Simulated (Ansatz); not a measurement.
The cluster Mo₄⁻. Total charge -1; doublet. Geometry PBE0-D4/def2-SVPD.

```xyz
4

Mo    0.8558    1.0003   -0.7407
Mo   -0.0080    1.1630    1.1439
Mo    0.4175   -1.5692    0.1666
Mo   -1.2654   -0.5941   -0.5698
```

In the def2 sets Mo takes a core potential; there is no spin–orbit coupling. At LDA (SPW92)/def2-TZVPD, PBE-D4/def2-TZVPD, revPBE-D4/def2-TZVPD, r2SCAN-D4/def2-TZVPD the highest occupied level of the charge -1 doublet lies above zero (up to 0.80 eV). It is a level of α spin, whose loss leaves a singlet; that state wasn't run at this geometry and level. The electron is either unbound and held by the finite basis, or the level is raised by self-interaction error. At PBE-D4/def2-TZVPD, revPBE-D4/def2-TZVPD, r2SCAN-D4/def2-TZVPD, PBE0-D4/def2-TZVPD the charge -1 doublet is spin-contaminated (final ⟨S²⟩ up to 4.62, 0.75 for a pure state). No other spin state of charge -1 was run. The geometry of the doublet was relaxed on an unsound state (⟨S²⟩ 3.53, where a pure state has 0.75). Another isomer (doublet) lies 1.03 eV lower at PBE0-D4/def2-TZVPD; other spin states weren't run for this one.

(1) Estimate the α-spin orbital energies around the gap (eV) in Ansatz with LDA (SPW92)/def2-TZVPD, PBE-D4/def2-TZVPD, revPBE-D4/def2-TZVPD, r2SCAN-D4/def2-TZVPD, PBE0-D4/def2-TZVPD.

Results:

(1) 
```tsv
orbital	LDA (SPW92)/def2-TZVPD	PBE-D4/def2-TZVPD	revPBE-D4/def2-TZVPD	r2SCAN-D4/def2-TZVPD	PBE0-D4/def2-TZVPD
HOMO−9	-1.97	-1.79	-1.72	-2.57	-3.51
HOMO−8	-1.65	-1.46	-1.39	-2.02	-2.96
HOMO−7	-1.37	-1.20	-1.13	-1.90	-2.87
HOMO−6	-1.37	-1.19	-1.12	-1.78	-2.80
HOMO−5	-0.66	-0.49	-0.42	-1.69	-2.49
HOMO−4	-0.63	-0.49	-0.42	-1.31	-2.18
HOMO−3	-0.10	0.09	0.16	-0.64	-1.55
HOMO−2	0.37	0.54	0.59	-0.37	-1.40
HOMO−1	0.48	0.64	0.71	0.20	-0.19
HOMO	0.64	0.75	0.80	0.27	-0.17
LUMO	0.85	1.02	1.11	1.02	1.42
LUMO+1	0.89	1.07	1.16	1.10	1.67
LUMO+2	1.60	1.76	1.85	1.56	1.99
LUMO+3	1.62	1.79	1.87	1.99	2.41
LUMO+4	1.77	1.96	2.06	2.03	2.55
LUMO+5	1.80	2.04	2.17	2.36	2.93
β HOMO	0.59	0.68	0.72	0.21	-0.28
β LUMO	0.94	1.15	1.25	0.53	1.26
```
